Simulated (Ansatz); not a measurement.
Reaction (SMILES): C[Si](C)(Cl)Cl → C[Si](C)Cl + Cl atom (the Cl-Si bond at the site shown breaks; other sites are not compared here)
Structures are relaxed separately at B3LYP-D3(BJ)/def2-TZVP in Ansatz (a quantum-chemistry and plane-wave program). Frequencies are from Ansatz.

Property: bond dissociation energy (enthalpy at 298 K, with B3LYP-D3(BJ) rigid-rotor harmonic-oscillator terms), in kcal/mol. Correlated levels leave the core frozen unless marked. Open shells are spin-unrestricted. No spin-orbit coupling. No relativistic terms. CBS marks a two-point X^-3 extrapolation of the correlation energy; Hartree-Fock from the larger set. The bracket is a focal-point correction in the basis named.

Level to compare with: RI-MP2/CBS(cc-pV(T+d)Z,cc-pV(Q+d)Z)+[CCSD(T)-MP2]/cc-pV(T+d)Z (Ansatz), 117.0 kcal/mol. It is a level with limits of its own, and the differences hold the functionals' basis error too.

Question: Rank these functionals by how close they come to RI-MP2/CBS(cc-pV(T+d)Z,cc-pV(Q+d)Z)+[CCSD(T)-MP2]/cc-pV(T+d)Z, closest first: SVWN5/def2-TZVPD (Ansatz); CAM-B3LYP/def2-TZVPD (Ansatz); B97M-V/def2-TZVPD (Ansatz).

Answer: B97M-V/def2-TZVPD (meta-GGA with VV10, 117.4 kcal/mol, difference 0.4), CAM-B3LYP/def2-TZVPD (range-separated hybrid, 110.1 kcal/mol, difference -6.9), SVWN5/def2-TZVPD (LDA, 127.3 kcal/mol, difference 10.3)
